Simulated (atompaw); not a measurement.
**Building the PAW (atompaw) potential for W (LDA (PW92), scalar-relativistic).**

```json
{
 "Element": "W (Z = 74)",
 "Generator": "atompaw 4.2.0.5",
 "Type": "PAW",
 "Functional": "LDA (PW92)",
 "Relativity": "scalar-relativistic",
 "Frozen core": "[Xe] 4f14",
 "Valence charge": "6",
 "Reference configuration": "5d4 6s2 6p0",
 "Partial waves": "6s (bound): rc 3.00 bohr; 6s channel at 0.25 Ry: rc 3.00 bohr; 6p (bound, empty): rc 3.00 bohr; 6p channel at 0.35 Ry: rc 3.00 bohr; 5d (bound): rc 3.00 bohr; 5d channel at 0.1 Ry: rc 1.80 bohr",
 "Local potential": "troulliermartins scheme with l = 3 at 0 Ry, radius 2.80 bohr",
 "Core correction": "smooth core density matched at 2.55 bohr",
 "Augmentation charge": "gaussian compensation charge, radius 2.45 bohr; PAW radius 3.00 bohr; waves and projectors: custom rrkj vanderbiltortho"
}
```

Q: Is a potential produced?

A: No. atompaw 4.2.0.5 stopped with "atompaw: The overlap operator has at least one negative eigenvalue!": the overlap operator built from these waves and projectors is not positive definite.
